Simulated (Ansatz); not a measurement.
```yaml
crystal:
  periodic: [false, false, false]
  atoms:
    - {symbol: C, position_ang: [-0.935421, -1.818300, 1.614748]}
    - {symbol: N, position_ang: [-0.504443, -0.888109, 0.633235]}
    - {symbol: W, position_ang: [0.418915, 0.493680, 0.094088]}
    - {symbol: C, position_ang: [1.719530, -0.212850, -1.425202]}
    - {symbol: C, position_ang: [-0.990401, 1.923766, -0.589800]}
    - {symbol: O, position_ang: [1.331730, 1.149130, 1.378466]}
    - {symbol: H, position_ang: [-0.476003, -1.621100, 2.590010]}
    - {symbol: H, position_ang: [-0.676802, -2.838171, 1.311522]}
    - {symbol: H, position_ang: [-2.023305, -1.772344, 1.730345]}
    - {symbol: H, position_ang: [2.351749, 0.607737, -1.782737]}
    - {symbol: H, position_ang: [1.121559, -0.594660, -2.260448]}
    - {symbol: H, position_ang: [2.371782, -1.021292, -1.086879]}
    - {symbol: H, position_ang: [-0.469444, 2.832090, -0.912971]}
    - {symbol: H, position_ang: [-1.542294, 1.505679, -1.439273]}
    - {symbol: H, position_ang: [-1.719254, 2.204046, 0.174195]}
basis:
  gaussian: {orbitals: x2c-TZVPPall}
magnetization: {spin_polarized: true, initial_magnetization: 0}
hamiltonian: {xc: {name: B97M-V}}
output: {forces: true}
```

```sh
$ ansatz run in.yaml --threads 4 --pin off --events-out ev --progress --plain --max-ram 11315MiB
```

Shortened log:

```
Functional definition: B97M-V
2168 factors; their error is unknown
mean field evaluation 1: about -446042.4558 eV, gradient 9.0e1 eV
mean field evaluation 2: about -445807.1405 eV, gradient 2.6e2 eV
mean field evaluation 4: about -446068.7042 eV, gradient 3.4e1 eV
mean field evaluation 8: about -446072.9523 eV, gradient 4.7e-1 eV
mean field evaluation 16: about -446072.9324 eV, gradient 4.3e-3 eV
mean field -446072.93235500 eV, -16392.8779049530 hartree, gradient 8.4e-5 eV, S^2 0.000000; 0 other end points of the search recorded, 0 dependent functions left out
reference -446072.93245139 eV, -16392.8779084954 hartree; 58, 58 occupied and 320, 320 virtual orbitals, 2168 factors
Total energy: -446072.93245139 eV, -16392.8779084954 hartree
Relativity: scalar
Atom 0 at    -0.935421    -1.818300     1.614748 Å, force    -0.007695    -0.031393     0.055795 eV/Å
Atom 1 at    -0.504443    -0.888109     0.633235 Å, force     0.067918     0.114435    -0.072620 eV/Å
Atom 2 at     0.418915     0.493680     0.094088 Å, force    -0.001252    -0.059541     0.148238 eV/Å
Atom 3 at     1.719530    -0.212850    -1.425202 Å, force    -0.026888     0.045326     0.032071 eV/Å
Atom 4 at    -0.990401     1.923766    -0.589800 Å, force     0.057776    -0.021257     0.006123 eV/Å
Atom 5 at     1.331730     1.149130     1.378466 Å, force    -0.142034    -0.090811    -0.228226 eV/Å
Atom 6 at    -0.476003    -1.621100     2.590010 Å, force    -0.098076    -0.059065    -0.164863 eV/Å
Atom 7 at    -0.676802    -2.838171     1.311522 Å, force    -0.057720     0.187763     0.078278 eV/Å
Atom 8 at    -2.023305    -1.772344     1.730345 Å, force     0.209981    -0.024363    -0.005009 eV/Å
Atom 9 at     2.351749     0.607737    -1.782737 Å, force    -0.100505    -0.158277     0.048277 eV/Å
Atom 10 at     1.121559    -0.594660    -2.260448 Å, force     0.113997     0.060311     0.141046 eV/Å
Atom 11 at     2.371782    -1.021292    -1.086879 Å, force    -0.109528     0.142283    -0.084877 eV/Å
Atom 12 at    -0.469444     2.832090    -0.912971 Å, force    -0.111522    -0.149600     0.051609 eV/Å
Atom 13 at    -1.542294     1.505679    -1.439273 Å, force     0.087225     0.081450     0.149228 eV/Å
Atom 14 at    -1.719254     2.204046     0.174195 Å, force     0.118323    -0.037261    -0.155070 eV/Å
Dipole moment:    -0.266354    -0.212058    -0.321390 e Å
```

It took 61 s on 4 threads of an Arm Neoverse V1 on a shared host, with 1.3 GiB of host memory at the peak.
